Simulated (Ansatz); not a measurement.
C2H6ClFGe can be A, `C[CH2][GeH]([F])[Cl]`, or B, `F[CH]([GeH3])CCl`.

Isolated molecules relaxed with PBE0-D4/def2-TZVP in Ansatz; ΔE leaves out vibrations. CBS: MP2 limit from def2 TZ/QZ plus the TZ coupled-cluster correction, frozen cores. Functionals use def2-TZVPP. B3LYP here is the variant with VWN-RPA as its local correlation; programs differ in this. For Ge outer-core shells are correlated without core-valence functions, which leaves a few kJ/mol of doubt a bond. Scalar relativity is left out up to krypton. One conformer a species, not always the lowest.

Q: Which isomer does CCSD(T)/CBS put lower? Give the gap. (Estimate.)

A: The calculation gave: A, by 306.7 kJ/mol.

Q: Give E(B) − E(A) in kJ/mol with B2PLYP, HF/def2-TZVPP, MP2/def2-TZVPP, CCSD/def2-TZVPP, ωB97M-V, B3LYP, PBE-D4. (An estimate is asked.)

A: The calculation gave: B2PLYP 309.2, HF/def2-TZVPP 320.4, MP2/def2-TZVPP 321.7, CCSD/def2-TZVPP 309.0, ωB97M-V 303.3, B3LYP 300.7, PBE-D4 290.3. None reverses the order clearly.

Largest T1 diagnostic: 0.011.

From PBE to PBE0 (25 % exact exchange), in def2-TZVPP and without D4, E(B) − E(A) moves by +9.1 kJ/mol.
